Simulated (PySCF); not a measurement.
Zn(F)2 anion (F2Zn), SMILES [F][Zn][F] (connectivity only; charge and spin as stated), charge -1, multiplicity 2. Atoms are numbered in the order given.

```xyz
3

Zn     0.0000     0.0000     0.3643
F      0.0000    -1.5976    -0.6071
F      0.0000     1.5976    -0.6071
```
Charge -1, spin multiplicity 2.

Geometry optimised at r2SCAN-D4/def2-SVPD. The multiplicity is an assumed one; other spin states were not compared. The isomer is the one that the SMILES or the coordinates give; other isomers of the formula were not compared.

All values below come from CAM-B3LYP/def2-TZVPD run with PySCF.

The molecule is in vacuum.

| Item | Value |
|---|---|
| total energy | -1979.34497 hartree |
| point group | C2v |
| α spin, highest occupied and lowest empty level | -1.14 and 3.78 eV |
| β spin, highest occupied and lowest empty level | -5.46 and 3.20 eV |
| dipole moment about the centre of nuclear charge | 1.22 D |
| mean static polarisability | 62.6 bohr³ (9.27 Å³) |
| polarisability, principal values | 60.1, 61.9, 65.8 bohr³ |
| ⟨S²⟩ | 0.752 (pure state 0.75) |
